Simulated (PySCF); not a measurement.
**Continuum solvent and chemical shifts**

Bonds (- single, = double, # triple, : aromatic): F1-C2, C2-F3, C2-F4, C2-C5, C5-C6, C6=C7, C7-C8, C8=C9, C9-Si10, Si10-C6. C5 carries H11, H12; C7 carries H13; C8 carries H14; C9 carries H15; Si10 carries H16, H17.

GIAO PBE0/pcSseg-1 in PySCF 2.14 on one PBE0-D3(BJ)/def2-SVP conformer, non-relativistic, equivalent nuclei averaged. Solvents enter as an IEF-PCM continuum (cyclohexane with ε = 2.0, benzene with ε = 2.3) around the gas-phase geometry. Shifts are referred to CFCl3, TMS computed in the same medium.

Gas phase, δ in ppm: F1/F3/F4 -81.3, C8 156.9, C7 154.6, C6 141.3, C9 136.1, C2 131.5, C5 41.8, Si10 -40.2, H14 7.15, H13 6.91, H15 6.42, H16/H17 4.69, H11/H12 3.00. Dipole moment 2.36 D.

Question: How does each δ change in the continuum?

Answer: 
```csv
atoms,environment,"Δδ, cyclohexane","Δδ, benzene"
F1/F3/F4,fluorine of a CF3 group,+0.2,+0.2
C8,alkene CH,+1.2,+1.4
C7,alkene CH,+1.0,+1.1
C6,fully substituted alkene carbon,+0.4,+0.4
C9,alkene CH,+0.1,+0.1
C2,CF3 carbon,+0.7,+0.9
C5,allylic sp3 CH2,0.0,0.0
Si10,"silicon bonded to 2 C, 2 H, in a 5-membered ring",-0.2,-0.2
H14,hydrogen on an alkene CH,+0.08,+0.10
H13,hydrogen on an alkene CH,+0.10,+0.11
H15,hydrogen on an alkene CH,+0.05,+0.06
H16/H17,"hydrogen on a silicon bonded to 2 C, in a 5-membered ring",-0.03,-0.03
H11/H12,hydrogen on an allylic sp3 CH2,+0.11,+0.13
```

Changes are relative to the gas phase. The dipole moment becomes 2.58 D in cyclohexane, 2.61 D in benzene.

Question: Which nuclei move most (in ppm), and what does the model miss?

Answer: C8 (alkene CH, +1.4 ppm) in benzene. A continuum only polarises the solute; specific hydrogen bonds, the anisotropy of aromatic solvents and changes of geometry or conformer are outside it.
